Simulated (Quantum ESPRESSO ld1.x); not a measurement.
Radial electron density D(r) = 4 pi r^2 rho(r) of an atom or ion with 35 electrons. Calculated with ld1.x of Quantum ESPRESSO 7.5: Dirac Kohn-Sham, LDA (Slater exchange, Perdew-Zunger correlation), spin-unpolarised, spherical densities, point nucleus.

```
   r/bohr * D(r) (the largest magnitude, 51.1, reaches the edge; | marks zero)
 0.001434 |*
 0.001643 |*
 0.001882 | *
 0.002156 | *
  0.00247 | *
  0.00283 |  *
 0.003243 |   *
 0.003715 |    *
 0.004222 |     *
 0.004838 |       *
 0.005542 |        *
  0.00635 |           *
 0.007275 |             *
 0.008335 |                *
 0.009549 |                   *
  0.01094 |                       *
  0.01253 |                           *
  0.01436 |                               *
  0.01645 |                                   *
  0.01885 |                                       *
  0.02159 |                                          *
  0.02474 |                                             *
  0.02834 |                                              *
  0.03247 |                                              *
  0.03691 |                                             *
  0.04228 |                                          *
  0.04844 |                                        *
   0.0555 |                                      *
  0.06359 |                                      *
  0.07285 |                                       *
  0.08346 |                                          *
  0.09562 |                                              *
   0.1096 |                                                   *
   0.1255 |                                                      *
   0.1438 |                                                      *
   0.1647 |                                                  *
   0.1887 |                                            *
   0.2162 |                                     *
   0.2477 |                               *
   0.2838 |                             *
   0.3226 |                               *
   0.3696 |                                  *
   0.4234 |                                    *
   0.4851 |                                    *
   0.5558 |                                *
   0.6368 |                          *
   0.7295 |                   *
   0.8358 |            *
   0.9576 |        *
    1.097 |      *
    1.257 |     *
     1.44 |    *
     1.65 |    *
     1.89 |   *
    2.166 |  *
    2.481 | *
     2.82 |*
    3.231 |*
    3.701 *
     4.24 *
    4.858 *
    5.566 *
    6.377 *
    7.306 *
```

What is the nuclear charge?

Answer. Z = 35. The innermost maximum, from 1s, lies near gamma/Z bohr with gamma = sqrt(1 - (Z/c)^2) = 0.967, here 0.0276 bohr (found: 0.0300), and its height grows with Z. The density is that of neutral bromine in [Ar] 3d10 4s2 4p5; the configuration itself is not fixed sharply by these data, and Z only to about a unit. D(r) has 3 maxima, at r = 0.0300, 0.134, 0.448 bohr, and minima at 0.0626, 0.286 bohr, inside which lie 2.09, 11.05 electrons.
